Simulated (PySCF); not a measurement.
# Spinor energies of I³¹⁺ (iodine, charge +31)

Start: [Ar] 3d4; 3d3/2 filled at m_j = -3/2, -1/2, +1/2, +3/2. Calculated with PySCF 2.14 in an even-tempered Gaussian basis (16 s from 5.2 bohr⁻², ratio 2.8; 12 p from 6.8 bohr⁻², ratio 2.8; 8 d from 6.8 bohr⁻², ratio 2.8; 3 f from 23 bohr⁻², ratio 3): generalised Hartree-Fock with the X2C-1e Hamiltonian and a Gaussian nucleus; one run each with spin-orbit coupling (SO) switched off, then screened by Boettger's factors.

| spinor shell | electrons | ε, spin-free (eV) | ε, screened SO (eV) | weight of nominal j (screened SO) | rms radius, screened SO (bohr) |
| --- | --- | --- | --- | --- | --- |
| 1s1/2 | 2 | -34767.2 | -34761.9 | 1.000 | 0.0311 |
| 2s1/2 | 2 | -6644.4 | -6641.9 | 1.000 | 0.126 |
| 2p1/2 | 2 | -6106.8 | -6324.6 | 1.000 | 0.109 |
| 2p3/2 | 4 | -6106.8 | -6005.5 | 1.000 | 0.114 |
| 3s1/2 | 2 | -2306.2 | -2305.5 | 1.000 | 0.316 |
| 3p1/2 | 2 | -2124.6 | -2184.7 | 1.000 | 0.306 |
| 3p3/2 | 4 | -2124.6 | -2096.4 | 1.000 | 0.317 |
| 3d3/2 | 4 | -1913.6 | -1914.1 | 1.000 | 0.279 |

```tsv
quantity	spin-free	screened SO
E (hartree)	-6460.56488	-6463.39058
M_J	0	0
⟨J²⟩	4.001	0.000
⟨L²⟩	6.001	2.414
⟨S²⟩	6.000	2.414
```

Breit and QED terms are absent; they matter most for the inner s and p1/2 levels.

Densities and radii are taken from the X2C orbitals without a picture-change correction, which distorts them close to the nucleus.

Without spin-orbit coupling the j labels of p, d and f shells carry no meaning; the spin-free column gives the mean over the occupied spinors of each nl shell, and its ⟨J²⟩ belongs to a mixture of degenerate components.
